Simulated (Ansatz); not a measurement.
A structure relaxed at PBE-D4/def2-SVP in Ansatz, charge 1, singlet:

```tsv
atom	x (Å)	y (Å)	z (Å)
Bi1	-0.807	1.441	-1.242
Bi2	-2.212	-0.893	0.208
Bi3	0.440	-1.298	1.579
S4	1.276	-0.007	-1.850
S5	-0.898	1.128	1.364
S6	2.201	-0.370	-0.060
```

Problem. Give its formula.

Solution. Bi₃S₃⁺.

Problem. Summarise the bond lengths by kind (pairs closer than 1.2 times the sum of covalent radii, bridged metal pairs left out).

Solution. 5 × Bi–S 2.58 to 2.78 Å; 1 × S–S 2.05 Å.

In the def2 sets Bi takes a core potential; there is no spin–orbit coupling. The restricted singlet is unstable towards broken spin symmetry in Hartree–Fock (as tested in another run); at PBE-D4/def2-SVP this wasn't settled. Another isomer (singlet) lies 0.73 eV lower at PBE0-D4/def2-TZVP; other spin states weren't run for this one.
